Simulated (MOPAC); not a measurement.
Job for MOPAC: PM7 on C2H6Se (SMILES CC[SeH]), a point of a torsion scan.

```
PM7 1SCF PRECISE CHARGE=0 THREADS=1
C2H6Se

C     -0.84732851 1     0.52541734 1     0.06763606 1
C      0.05476586 1    -0.68229022 1    -0.07659414 1
Se     0.55720907 1    -1.03950249 1    -1.95554434 1
H     -1.77232765 1     0.38642184 1    -0.48935913 1
H     -0.35445736 1     1.41996183 1    -0.30704260 1
H     -1.09358090 1     0.67842207 1     1.11684192 1
H      1.00532434 1    -0.53461929 1     0.43842225 1
H     -0.41684641 1    -1.58853687 1     0.30614210 1
H     -0.80208047 1    -1.21950851 1    -2.41667996 1
```

The log:

```
*******************************************************************************
 **                                                                           **
 **                              MOPAC v23.2.5                                **
 **                                                                           **
 *******************************************************************************
 ** MOPAC's Digital Object Identifier: https://doi.org/10.5281/zenodo.6511958 **
 **                                                                           **
 ** Please cite the open-source release paper for use of this MOPAC version:  **
 ** J. E. Moussa and J. J. P. Stewart (2026)                                  **
 ** MOPAC: An open-source semiempirical molecular orbital program             **
 ** J. Open Source Softw., 11(119), 8025, https://doi.org/10.21105/joss.08025 **
 *******************************************************************************

                              PM7 CALCULATION RESULTS

 *******************************************************************************
 *  PM7        - The PM7 Hamiltonian to be used
 *
 *
 *
 *                 CHARGE ON SYSTEM = 0
 *
 *
 *
 *  PRECISE    - TIGHTER CRITERIA TO BE USED
 *  1SCF       - DO 1 SCF AND THEN STOP
 *  THREADS=1  - MULTI-THREADING NOT USED
 *  T=         - A TIME OF 172800.0 SECONDS REQUESTED
 *  DUMP=N     - RESTART FILE WRITTEN EVERY 7200.0 SECONDS REQUESTED
 *******************************************************************************
PM7 1SCF PRECISE CHARGE=0 THREADS=1
 C2H6Se

   ATOM   CHEMICAL          X               Y               Z
  NUMBER   SYMBOL      (ANGSTROMS)     (ANGSTROMS)     (ANGSTROMS)

     1       C         -0.84732851  *   0.52541734  *   0.06763606  *
     2       C          0.05476586  *  -0.68229022  *  -0.07659414  *
     3      Se          0.55720907  *  -1.03950249  *  -1.95554434  *
     4       H         -1.77232765  *   0.38642184  *  -0.48935913  *
     5       H         -0.35445736  *   1.41996183  *  -0.30704260  *
     6       H         -1.09358090  *   0.67842207  *   1.11684192  *
     7       H          1.00532434  *  -0.53461929  *   0.43842225  *
     8       H         -0.41684641  *  -1.58853687  *   0.30614210  *
     9       H         -0.80208047  *  -1.21950851  *  -2.41667996  *



          CARTESIAN COORDINATES

    NO.       ATOM           X           Y           Z

     1         C         -0.8473      0.5254      0.0676
     2         C          0.0548     -0.6823     -0.0766
     3        Se          0.5572     -1.0395     -1.9555
     4         H         -1.7723      0.3864     -0.4894
     5         H         -0.3545      1.4200     -0.3070
     6         H         -1.0936      0.6784      1.1168
     7         H          1.0053     -0.5346      0.4384
     8         H         -0.4168     -1.5885      0.3061
     9         H         -0.8021     -1.2195     -2.4167

 General Reference for PM7:
 "Optimization of Parameters for Semiempirical Methods VI: More Modifications to the
 NDDO Approximations and Re-optimization of Parameters", J. J. P. Stewart, J. Mol. Mod., 1:32, 19 (2013)
 https://link.springer.com/article/10.1007/s00894-012-1667-x

           Empirical Formula: C2 H6 Se  =     9 atoms



      MOLECULAR POINT GROUP   :   C1


      RHF CALCULATION, NO. OF DOUBLY OCCUPIED LEVELS = 10


 -------------------------------------------------------------------------------
 PM7 1SCF PRECISE CHARGE=0 THREADS=1
 C2H6Se



     1SCF WAS SPECIFIED, SO BFGS WAS NOT USED
     SCF FIELD WAS ACHIEVED


                              PM7 CALCULATION
                                                       MOPAC v23.2.5 Linux




          FINAL HEAT OF FORMATION =        -16.67321 KCAL/MOL =     -69.76070 KJ/MOL


          COSMO AREA              =        105.52 SQUARE ANGSTROMS
          COSMO VOLUME            =         91.82 CUBIC ANGSTROMS

          IONIZATION POTENTIAL    =          8.098517 EV
          HOMO LUMO ENERGIES (EV) =         -8.099  0.266
          NO. OF FILLED LEVELS    =         10
          MOLECULAR WEIGHT        =        109.0294         POINT GROUP:  C1

          MOLECULAR DIMENSIONS (Angstroms)

            Atom       Atom       Distance
            H     9    H     6     4.02155
            H     7    H     4     3.06469
            H     5    H     8     2.73615


          SCF CALCULATIONS        =          1





   ATOM   CHEMICAL          X               Y               Z
  NUMBER   SYMBOL      (ANGSTROMS)     (ANGSTROMS)     (ANGSTROMS)

     1       C         -0.84732851  *   0.52541734  *   0.06763606  *
     2       C          0.05476586  *  -0.68229022  *  -0.07659414  *
     3      Se          0.55720907  *  -1.03950249  *  -1.95554434  *
     4       H         -1.77232765  *   0.38642184  *  -0.48935913  *
     5       H         -0.35445736  *   1.41996183  *  -0.30704260  *
     6       H         -1.09358090  *   0.67842207  *   1.11684192  *
     7       H          1.00532434  *  -0.53461929  *   0.43842225  *
     8       H         -0.41684641  *  -1.58853687  *   0.30614210  *
     9       H         -0.80208047  *  -1.21950851  *  -2.41667996  *

                             CARTESIAN COORDINATES

   1    C       -0.847328510     0.525417340     0.067636060
   2    C        0.054765860    -0.682290220    -0.076594140
   3   Se        0.557209070    -1.039502490    -1.955544340
   4    H       -1.772327650     0.386421840    -0.489359130
   5    H       -0.354457360     1.419961830    -0.307042600
   6    H       -1.093580900     0.678422070     1.116841920
   7    H        1.005324340    -0.534619290     0.438422250
   8    H       -0.416846410    -1.588536870     0.306142100
   9    H       -0.802080470    -1.219508510    -2.416679960


           Empirical Formula: C2 H6 Se  =     9 atoms



      MOLECULAR POINT GROUP   :   C1


                  EIGENVALUES
 -27.59422 -23.49417 -20.69272 -15.87305 -14.71689 -13.64389 -12.59861 -11.48431
 -10.17300  -8.09852   0.26626   1.57330   4.07104   5.28287   5.63221   5.83197
   6.26740   6.82972


              NET ATOMIC CHARGES AND DIPOLE CONTRIBUTIONS

  ATOM NO.   TYPE          CHARGE      No. of ELECS.   s-Pop       p-Pop
    1          C          -0.427101        4.4271     1.04711     3.37999
    2          C          -0.398854        4.3989     1.07240     3.32646
    3         Se           0.021649        5.9784     1.93957     4.03878
    4          H           0.142296        0.8577     0.85770
    5          H           0.153194        0.8468     0.84681
    6          H           0.149784        0.8502     0.85022
    7          H           0.160926        0.8391     0.83907
    8          H           0.151630        0.8484     0.84837
    9          H           0.046477        0.9535     0.95352
 DIPOLE           X         Y         Z       TOTAL
 POINT-CHG.    -0.273     0.076     0.070     0.292
 HYBRID        -1.010     0.013     0.420     1.094
 SUM           -1.283     0.088     0.490     1.376


          ATOMIC ORBITAL ELECTRON POPULATIONS

     Atom    s        px        py        pz
    1  C   1.04711   1.12037   1.08478   1.17485
    2  C   1.07240   1.13306   1.09306   1.10033
    3 Se   1.93957   1.10104   1.94766   0.99009
    4  H   0.85770
    5  H   0.84681
    6  H   0.85022
    7  H   0.83907
    8  H   0.84837
    9  H   0.95352

 **********************
 *                    *
 * JOB ENDED NORMALLY *
 *                    *
 **********************




 == MOPAC DONE ==
```

The run finished.

Cost: roughly 0.020 core-seconds.
